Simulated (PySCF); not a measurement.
Bond length, frequency and bond energy of DyS by level of theory

State: septet, about 9.1 electrons in the 4f shell (Mulliken), real f orbitals that mix terms. Set-up: basis Dy x2c-SVPall, S x2c-SVPall; spin-free X2C with a Gaussian nucleus; PySCF 2.14. De refers to Dy (4f10 6s2) + S in their high-spin ground configurations, without counterpoise correction. The functionals are run spin-unrestricted. A positive dipole means Dy(−)S(+). Levels whose curve was spin-contaminated or gave no clean fit are not listed.

```csv
Level,Re (Å),ωe (cm⁻¹),De (eV),μ (D),"CPU s a point (SCF and correlation, without the integrals)"
UHF-MP2,2.262,491,n/a,n/a,9.5
UHF-SCS-MP2,2.274,488,n/a,n/a,n/a
PBE,2.327,382,4.21,-5.33,12
BLYP,2.360,355,3.80,-5.29,11
PBE0,2.276,473,4.24,-6.23,17
B97-3,2.295,460,3.97,-6.13,9
```

Correlated steps freeze 23 core orbitals. Spin–orbit coupling is left out, which matters for elements this heavy, above all for dissociation energies. Counting both spins, an empty level lies below a filled one in some of these solutions, because spin and occupation are held. The state is the lowest single determinant that the PBE0 search found; with open d or f shells the true ground state can be another one.

The whole job (state search and all levels along the bond) took about 25 min on 2 threads of Arm Neoverse V1 (shared host), peak memory 2.5 GiB.
